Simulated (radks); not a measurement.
Species: Hf XXX. Configuration: [Kr] 4d7 (the NIST ground configuration).

Calculated with a radial shooting solver on a logarithmic mesh with Libxc functionals: Dirac Kohn-Sham, LB94 model potential, spin-unpolarised, spherical densities, finite nucleus; open shells fill j = l - 1/2 first; Fermi nuclear charge, rms radius 5.347 fm.

Energy parts (hartree):
part                   energy
kinetic            16502.6407
electron-nucleus  -34868.4929
Hartree             3952.9948
(The LB94 potential has no energy functional, so no total or exchange-correlation energy is given.)

Orbitals (lengths in bohr, moments of r in powers of bohr):
| orbital | occ. | eigenvalue (hartree) | <r^4> | <r> | <r^2> |
|---|---|---|---|---|---|
| 1s1/2 | 2 | -2442.559 | 6.589e-07 | 0.01897 | 0.0004939 |
| 2s1/2 | 2 | -450.6087 | 0.00009953 | 0.07965 | 0.007559 |
| 2p1/2 | 2 | -432.5023 | 0.00006013 | 0.06598 | 0.005409 |
| 2p3/2 | 4 | -388.3695 | 0.00008574 | 0.07371 | 0.006614 |
| 3s1/2 | 2 | -133.0229 | 0.003607 | 0.2069 | 0.04901 |
| 3p1/2 | 2 | -124.9496 | 0.003186 | 0.1967 | 0.04501 |
| 3p3/2 | 4 | -115.4071 | 0.004103 | 0.2106 | 0.05138 |
| 3d3/2 | 4 | -101.6969 | 0.002791 | 0.1846 | 0.03993 |
| 3d5/2 | 6 | -99.61046 | 0.003014 | 0.1889 | 0.04168 |
| 4s1/2 | 2 | -54.23934 | 0.06489 | 0.4372 | 0.2150 |
| 4p1/2 | 2 | -50.85646 | 0.06674 | 0.4366 | 0.2160 |
| 4p3/2 | 4 | -48.18264 | 0.08171 | 0.4606 | 0.2399 |
| 4d3/2 | 4 | -42.59576 | 0.08369 | 0.4556 | 0.2376 |
| 4d5/2 | 3 | -42.03789 | 0.08847 | 0.4626 | 0.2447 |

The highest occupied level is 4d5/2 at -1143.9 eV. The density falls to 0.001 e/bohr^3 at r = 1.23 bohr. For comparison, the ionisation energy in NIST's Atomic Spectra Database is 1146 eV (theoretical). In exact Kohn-Sham theory the highest level is minus the ionisation energy, but local and semilocal functionals leave it too shallow, through self-interaction and a potential that decays too fast; potentials with the right tail come closer. The electron density at the nucleus is 1.209e+06 e/bohr^3. Summed over all electrons, <r^2> = 4.363 bohr^2, which gives a Langevin (diamagnetic) susceptibility term of -3.46 x 10^-6 cm^3/mol.

Beside tabulated values, note that spin-unpolarised runs miss the spin-polarisation part of the exchange energy of open shells.
